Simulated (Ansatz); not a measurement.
`[Cl][GeH]([Cl])[Br]` → `[Cl][Ge][Br]` + HCl at 600 K and 1 bar (germylene formation by 1,1-elimination).

Computed with Ansatz on PBE0-D4/def2-TZVP structures; ΔE is electronic, products minus reactants. CCSD(T)/CBS adds triple-zeta CCSD(T) − MP2 to the extrapolated MP2 energy (def2 sets, frozen cores). This one scheme is used for every species. For Br, Ge outer-core shells are correlated without core-valence functions, which leaves a few kJ/mol of doubt a bond. Scalar relativity is left out up to krypton.

| species | CCSD(T)/CBS energy (Eh) | H − E (kJ/mol) | S (J/(mol·K)) |
| --- | --- | --- | --- |
| `[Cl][GeH]([Cl])[Br]` | -5569.71077 | 76.7 | 413.1 |
| `[Cl][Ge][Br]` | -5109.28758 | 35.5 | 352.0 |
| HCl | -460.38127 | 35.4 | 207.2 |

H − E and S are ideal-gas, rigid-rotor, harmonic terms from PBE0-D4/def2-TZVP. 1 Eh = 2625.50 kJ/mol, R = 8.31446 J/(mol·K).

Q: By hand: ΔE, ΔH, ΔS and ΔG.

A: ΔE = (-5109.28758) + (-460.38127) − (-5569.71077) = 0.04192 Eh = 110.1 kJ/mol. Δ(H − E) = 35.5 + 35.4 − 76.7 = -5.8, so ΔH = 104.3 kJ/mol. ΔS = 352.0 + 207.2 − 413.1 = 146.1 J/(mol·K). ΔG = 104.3 − 600 × (146.1)/1000 = 16.6 kJ/mol.

Q: By hand: the equilibrium constant, and the temperature at which ΔG would vanish if ΔH and ΔS stayed fixed.

A: log₁₀ K = −ΔG/(RT ln 10) = -1.4. ΔG = 0 at ΔH/ΔS = 714 K.

The number of gas molecules changes by +1, which sets the sign of ΔS. A doubt of 5 kJ/mol in ΔE shifts log₁₀ K by 0.4 here. These are equilibria of isolated gas molecules and say nothing of rates. Largest T1 diagnostic: 0.011 (customary marks: 0.02 for closed shells, 0.045 for open ones).
